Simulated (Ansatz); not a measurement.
Calculated with Ansatz (gas phase, PBE0-D4/def2-TZVP geometries, no zero-point term in ΔE). CBS: MP2 limit from def2 TZ/QZ plus the TZ coupled-cluster correction, frozen cores. DFT in def2-TZVPP. def2 core potentials past Kr. For Ga, Sn outer-core shells are correlated without core-valence functions, which leaves a few kJ/mol of doubt a bond. Scalar relativity is left out up to krypton.

Consider the substitution at a C–Ga bond: `C#[C][Ga]([F])[Cl]` + `[NH2][SnH3]` → `C#C[NH][SnH3]` + `[F][GaH][Cl]`.

| level | ΔE (kJ/mol) |
| --- | --- |
| CAM-B3LYP-D4 | 54.6 |
| CCSD/def2-TZVPP | 77.8 |

Problem. What does CCSD(T)/CBS give? (An estimate is asked.)

Solution. The calculation gave: +75.8 kJ/mol. The listed levels differ from it by -21.2, 2.0 kJ/mol.

Largest T1 diagnostic among the species: 0.014.

At CCSD(T), def2-SVP lies −15.1 kJ/mol from the extrapolated value and def2-TZVPP +3.1 kJ/mol. Leaving LDA and LC-ωPBE aside and taking each functional with its dispersion term where it has one, the values, not all of them listed here, spread over 17.8 kJ/mol, from PBE-D4 to B2PLYP. LDA lies −17.2 kJ/mol from PBE without D4. From BLYP to BHLYP (50 % exact exchange), in def2-TZVPP and without D4, ΔE moves by +4.7 kJ/mol.
